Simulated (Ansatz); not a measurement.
Si5O5⁺, relaxed as a doublet with UKS PBE0-D4/def2-SVP in Ansatz, starting from the GFN2-xTB geometry. Force threshold 0.03 eV/Å.

Another isomer (doublet) lies 0.11 eV lower at PBE0-D4/def2-TZVP; other spin states weren't run for this one.

Start:

Cartesian coordinates in Å:
```
Si -0.4200 -0.2766 -0.4505
Si -2.0635 -2.6112 -1.8725
Si 2.2375 0.8677 -1.0136
Si 1.0092 -0.4215 1.3679
Si -1.1518 1.5900 1.7125
O -1.3859 0.7915 0.2384
O 2.2003 0.3364 0.5404
O 0.1961 0.7611 2.1541
O -1.3021 -1.3842 -1.2518
O 0.6802 0.3468 -1.4247
```

(1) Estimate the energy that the relaxation releases and the steps that it takes.

(2) Does the start keep its bonding and symmetry?

(3) Predict the relaxed structure.

Answers

(1) 12.9 kcal/mol, in 8 steps; 46 s on 4 threads of Arm Neoverse V2 on a shared host. No frequencies were taken in this run, so the end may be a saddle point.

(2) By distances, no bond broke or formed. The bond that changes most is Si1–O9, from 1.63 to 1.75 Å (atoms count from 1). Point group Cs at the start, Cs at the end, both within 0.05 Å.

(3) 
```
atom   x (Å)   y (Å)   z (Å)
 Si1  -0.347  -0.304  -0.351
 Si2  -2.183  -2.453  -2.064
 Si3   2.298   0.773  -1.124
 Si4   1.119  -0.328   1.479
 Si5  -1.292   1.539   1.762
  O6  -1.477   0.743   0.230
  O7   2.299   0.407   0.532
  O8   0.190   0.856   2.228
  O9  -1.282  -1.518  -1.192
 O10   0.675   0.284  -1.500
```
Bond lengths: 10 × O–Si 1.56 to 1.75 Å; 1 × Si–Si 2.34 Å.
